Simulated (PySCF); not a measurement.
B2H4, SMILES [BH2-]B, charge -1, multiplicity 2. The structure is a stationary point at r2SCAN-D4/def2-TZVPD.

Task: Give the equilibrium geometry at r2SCAN-D4/def2-TZVPD (PySCF confirms it by a frequency run) as a Z-matrix, and its point group. (The exact figures need the calculation; the answer reports its results.)

Result: point group D2h.
```
B
H 1 1.2254
H 1 1.2254 2 112.60
B 1 1.6430 2 123.70 3 180.00
H 4 1.2254 1 123.70 2 180.00
H 4 1.2254 5 112.60 1 180.00
```
Charge -1, spin multiplicity 2.
